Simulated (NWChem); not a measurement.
System: C₄H₈O; SMILES C=C(C)OC

Output (shortened):

```
             Northwest Computational Chemistry Package (NWChem) 7.3.0
             --------------------------------------------------------

 CS  symmetry detected

                             Geometry "geometry" -> ""
                             -------------------------

 Output coordinates in angstroms (scale by  1.889725989 to convert to a.u.)

  No.       Tag          Charge          X              Y              Z
 ---- ---------------- ---------- -------------- -------------- --------------
    1 C                    6.0000     1.43107285    -0.46969867     0.00000000
    2 C                    6.0000     0.10433614    -0.47420181     0.00000000
    3 C                    6.0000    -0.72333040    -1.72491714     0.00000000
    4 O                    8.0000    -0.70330054     0.62723996     0.00000000
    5 C                    6.0000    -0.09410456     1.89293276     0.00000000
    6 H                    1.0000     1.97264059    -1.39657199     0.00000000
    7 H                    1.0000     2.02363653     0.42626178     0.00000000
    8 H                    1.0000    -1.36489989    -1.74063117     0.87904404
    9 H                    1.0000    -1.36489989    -1.74063117    -0.87904404
   10 H                    1.0000    -0.08881079    -2.60474009     0.00000000
   11 H                    1.0000    -0.90702091     2.61738155     0.00000000
   12 H                    1.0000     0.52395725     2.03816031    -0.89208147
   13 H                    1.0000     0.52395725     2.03816031     0.89208147

 Effective nuclear repulsion energy (a.u.)     180.5277508490

      Symmetry information
      --------------------

 Group name             Cs
 Group number              2
 Group order               2
 No. of unique centers    11

                                Z-matrix (autoz)
                                --------

 Units are Angstrom for bonds and degrees for angles

[...]

      ----------------------
      Optimization converged
      ----------------------

  Step       Energy      Delta E   Gmax     Grms     Xrms     Xmax
  ---- ---------------- -------- -------- -------- -------- --------
@    4    -231.98997995 -1.0D-06  0.00006  0.00002  0.00058  0.00172
                                     ok       ok       ok       ok

                                Z-matrix (autoz)
                                --------

 Units are Angstrom for bonds and degrees for angles

      Type          Name      I     J     K     L     M      Value     Gradient
      ----------- --------  ----- ----- ----- ----- ----- ---------- ----------
    1 Stretch                  1     2                       1.34280    0.00002
    2 Stretch                  1     6                       1.08991   -0.00004
    3 Stretch                  1     7                       1.09009   -0.00004
    4 Stretch                  2     3                       1.49386   -0.00002
    5 Stretch                  2     4                       1.35108   -0.00006
    6 Stretch                  3     8                       1.10143    0.00001
    7 Stretch                  3     9                       1.10143    0.00001
    8 Stretch                  3    10                       1.09676   -0.00001
    9 Stretch                  4     5                       1.39894   -0.00006
   10 Stretch                  5    11                       1.09774   -0.00001
   11 Stretch                  5    12                       1.10480    0.00001
   12 Stretch                  5    13                       1.10480    0.00001
   13 Bend                     1     2     3               124.45717   -0.00001
   14 Bend                     1     2     4               125.28332    0.00002
   15 Bend                     2     1     6               119.34257    0.00001
   16 Bend                     2     1     7               123.21527    0.00001
   17 Bend                     2     3     8               110.13189    0.00000
   18 Bend                     2     3     9               110.13189    0.00000
   19 Bend                     2     3    10               111.37947    0.00000
   20 Bend                     2     4     5               118.30269    0.00000
   21 Bend                     3     2     4               110.25950   -0.00001
   22 Bend                     4     5    11               106.97581   -0.00000
   23 Bend                     4     5    12               111.60687   -0.00000
   24 Bend                     4     5    13               111.60687   -0.00000
   25 Bend                     6     1     7               117.44216   -0.00003
   26 Bend                     8     3     9               106.99819    0.00002
   27 Bend                     8     3    10               109.04394   -0.00001
   28 Bend                     9     3    10               109.04394   -0.00001
   29 Bend                    11     5    12               109.08499   -0.00000
   30 Bend                    11     5    13               109.08499   -0.00000
   31 Bend                    12     5    13               108.42535    0.00001
   32 Torsion                  1     2     3     8         121.11230   -0.00001
   33 Torsion                  1     2     3     9        -121.11230    0.00001
   34 Torsion                  1     2     3    10           0.00000   -0.00000
   35 Torsion                  1     2     4     5          -0.00000    0.00000
   36 Torsion                  2     4     5    11         180.00000   -0.00000
   37 Torsion                  2     4     5    12          60.75069    0.00000
   38 Torsion                  2     4     5    13         -60.75069   -0.00000
   39 Torsion                  3     2     1     6           0.00000   -0.00000
   40 Torsion                  3     2     1     7         180.00000   -0.00000
   41 Torsion                  3     2     4     5         180.00000    0.00000
   42 Torsion                  4     2     1     6         180.00000    0.00000
   43 Torsion                  4     2     1     7           0.00000   -0.00000
   44 Torsion                  4     2     3     8         -58.88770   -0.00001
   45 Torsion                  4     2     3     9          58.88770    0.00001
   46 Torsion                  4     2     3    10         180.00000   -0.00000

                         Geometry "geometry" -> "geometry"
                         ---------------------------------

 Output coordinates in angstroms (scale by  1.889725989 to convert to a.u.)

  No.       Tag          Charge          X              Y              Z
 ---- ---------------- ---------- -------------- -------------- --------------
    1 C                    6.0000     1.44159950    -0.45463193     0.00000000
    2 C                    6.0000     0.09896428    -0.47552863     0.00000000
    3 C                    6.0000    -0.72697336    -1.72029031     0.00000000
    4 O                    8.0000    -0.69851626     0.61508850     0.00000000
    5 C                    6.0000    -0.09576745     1.87751233     0.00000000
    6 H                    1.0000     1.99040952    -1.39628700     0.00000000
    7 H                    1.0000     2.02447040     0.46653866     0.00000000
    8 H                    1.0000    -1.38182354    -1.74073113     0.88538106
    9 H                    1.0000    -1.38182354    -1.74073113    -0.88538106
   10 H                    1.0000    -0.09703486    -2.61809898     0.00000000
   11 H                    1.0000    -0.90513279     2.61911008     0.00000000
   12 H                    1.0000     0.53243087     2.02839708    -0.89620834
   13 H                    1.0000     0.53243087     2.02839708     0.89620834

 Effective nuclear repulsion energy (a.u.)     180.4961231562

      Symmetry information
      --------------------

 Group name             Cs
 Group number              2
 Group order               2
 No. of unique centers    11

[...]
```

Level: PBE0/def2-SVP. No frequency run checked for a minimum.

### Question
Write an input that gives this output.

### Answer
One answer among several that fit: the input that was run:
```
start job
memory heap 200 mb stack 900 mb global 1100 mb
geometry units angstroms
  C     -0.048089     1.483975    -0.347298
  C      0.394498     0.246124    -0.168155
  C      1.803570    -0.182649    -0.450981
  O     -0.338555    -0.811283     0.290075
  C     -1.689015    -0.590667     0.607383
  H      0.614429     2.244861    -0.714057
  H     -1.057359     1.790826    -0.144583
  H      2.256556    -0.577015     0.456681
  H      1.803208    -0.978005    -1.193942
  H      2.392638     0.652089    -0.815556
  H     -2.078063    -1.549260     0.947089
  H     -2.255178    -0.256873    -0.268367
  H     -1.795106     0.150064     1.406737
end
basis spherical
  * library def2-svp
end
dft
  xc pbe0
  iterations 150
end
driver
  maxiter 120
end
task dft optimize
```
